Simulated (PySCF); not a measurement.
Numbering as in the mapped SMILES `[CH3:1][CH2:2][CH2:3]/[C:4]([CH3:5])=[CH:6]\[CH2:7][F:8]`. Hydrogens are named by the atom that carries them.

Theoretical values (PySCF 2.14.0 with density-fitted response routines): GFN2-xTB geometry, GIAO PBE0/pcSseg-1 shieldings. Relativity neglected, a single conformation, fast rotation and ring inversion assumed for equivalent nuclei, isolated molecule.

References, each an isolated molecule treated in the same way: 13C (186.93 ppm), 1H (31.72 ppm) vs TMS; CFCl3 for 19F (170.95 ppm).

```
atoms  nucleus  count  Hirshfeld charge  δ (ppm)
H(C5)       1H      3              0.04     1.87
   F8      19F      1             -0.13   -258.9
H(C6)       1H      1              0.04        ?
H(C7)       1H      2              0.04        ?
   C4      13C      1              0.01        ?
   C2      13C      1             -0.06     25.8
   C1      13C      1             -0.12     17.4
   C5      13C      1             -0.12     27.0
   C6      13C      1             -0.07    131.6
H(C1)       1H      3              0.04     1.04
   C3      13C      1             -0.07     39.7
H(C2)       1H      2              0.04     1.30
   C7      13C      1              0.02     84.8
H(C3)       1H      2              0.04        ?
```

Fill in the missing shifts.

Answers


- C4: 144.9 ppm, fully substituted alkene carbon; the olefinic region
- H(C6): 5.85 ppm, hydrogen on an alkene CH; olefinic region
- H(C7): 5.42 ppm, hydrogen on an allylic sp3 CH2 bonded to F; its carbon carries F, hence the downfield position
- H(C3): 1.71 ppm, hydrogen on an allylic sp3 CH2; allylic position

Shifts are as computed. Against solution values, carbons near 30 ppm lie about +3 ppm off and those near 130 ppm about +5 ppm. Of 1309 compounds with measured shifts, 239 miss one by over three times the rms of a fit or turn the order of signals round; such compounds aren't used in these exercises. Unscaled 19F shifts against computed CFCl3 carry errors that often reach 10 to 50 ppm.
